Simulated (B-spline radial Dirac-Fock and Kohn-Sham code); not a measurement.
Kohn-Sham estimates against Dirac-Fock for the levels of Bi⁶³⁺

System: bismuth as Bi⁶³⁺ in the configuration [Ar] 3d2.

The density-functional columns are spherical, spin-unpolarised Dirac-Kohn-Sham results without Breit or QED terms: −ε is minus the orbital energy of the initial state and ΔSCF the difference of two total energies. The reference in the last column comes from Dirac-Fock (average of configuration) total-energy differences with a finite nucleus, the Breit interaction including its frequency dependence, and self-energy and vacuum-polarisation corrections. All numbers are from a radial B-spline solver, in eV; a selection of levels is shown. The Kohn-Sham columns are given as differences from the reference. For the 1s level of heavy atoms much of the gap between ΔSCF and the reference is the Breit and QED part, -517.5 eV here; for other levels the error of the functional can be larger.

| level | LDA −ε − DF | LDA ΔSCF − DF | Dirac-Fock |
| --- | --- | --- | --- |
| 1s | -201.0 | +508.9 | 95395.6 |
| 2s | -200.3 | -28.7 | 21116.3 |
| 2p1/2 | -141.7 | +69.2 | 20475.8 |
| 2p3/2 | -161.6 | +19.1 | 18147.7 |
| 3s | -96.1 | -24.5 | 8151.3 |
| 3p1/2 | -59.7 | +16.8 | 7885.8 |
| 3p3/2 | -65.2 | +5.0 | 7288.5 |
| 3d | -76.1 | +4.8 | 6894.0 |

Values without a named source are computed, but for edge energies of neutral atoms, which are taken from tables.
